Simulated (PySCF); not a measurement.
GeCl4, SMILES [Cl][Ge]([Cl])([Cl])[Cl].

Coordinates come from a ωB97X-D3(BJ)/def2-SVP optimisation. The isomer is the one that the SMILES or the coordinates give; other isomers of the formula were not compared.

Level of theory: CAM-B3LYP/def2-TZVP (PySCF).

Isolated molecule, no solvent.

Estimate the frontier levels, gap, dipole moment and polarisability. (The exact figures need the calculation; the answer reports its results.)


```
Item                                                                                                            Value
---------------------------------------------------------------------------------------------  ----------------------
highest occupied level                                                                                      -11.04 eV
lowest empty level                                                                                           -1.19 eV
orbital gap                                                                                                   9.84 eV
dipole moment                                                                                                  0.00 D
quadrupole, principal values (traceless, Buckingham form, about the centre of nuclear charge)    0.00, 0.00, 0.00 D·Å
mean static polarisability                                                                      72.8 bohr³ (10.78 Å³)
polarisability, principal values                                                               72.8, 72.8, 72.8 bohr³
```
